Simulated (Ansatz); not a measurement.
**Pulling the pair apart**

The pair of Cu⁺ (SMILES [Cu+], atom 1) and HCN (SMILES C#N, atoms 2–4), both closed shells, in one local arrangement (a lower one may exist), relaxed at PBE0-D4/def2-TZVP:

Cu1  (-1.636, 1.482, -0.415)
C2  (0.561, -0.508, 0.142)
N3  (-0.269, 0.244, -0.068)
H4  (1.344, -1.218, 0.341)
(Å)

HCN is shifted rigidly along the line between the mean atom positions of the two fragments (negative: closer). Counterpoise interaction energies in kJ/mol. Ansatz 0.2.0; basis: def2-TZVPPD; cores frozen in the correlated methods. The 3s and 3p shells of Cu and Zn are frozen; filled d shells are correlated. B3LYP uses VWN-RPA correlation.

```
shift (Å)  r2SCAN-D4  B3LYP-D4     MP2
    -0.19     -226.8    -191.8  -174.2
    -0.09     -241.6    -213.6  -193.8
     0.00     -241.9    -219.7  -199.0
     0.09     -234.0    -216.5  -195.7
     0.23     -216.1    -203.7  -183.5
     0.47     -177.4    -171.9  -153.3
     0.94     -115.8    -115.2  -102.8
     1.88      -55.4     -56.0   -52.8
```

Task: What does CCSD(T) give at these shifts? (Judge from chemistry; the value comes from the calculation.)

Result: By the calculation: -151.7, -177.4, -187.1, -187.2, -178.4, -151.3, -102.3, -52.3 kJ/mol. For zero shift, CCSD(T) at an estimated basis limit (MP2 extrapolated from triple and quadruple zeta, plus CCSD(T) − MP2 in triple zeta) gives -200.9 kJ/mol. These are counterpoise interaction energies, counted from the two frozen fragments.

T1 diagnostic: at most 0.024.

For scale, one of the runs: CCSD(T)/def2-TZVPPD, 158 basis functions, launched by `ansatz run in.yaml --threads 2 --pin off --events-out ev --progress --plain --max-ram 5222MiB`. Time: 20 s of wall clock on 2 CPU threads of an Arm Neoverse N1; the host was shared. Peak host memory: 0.8 GiB.
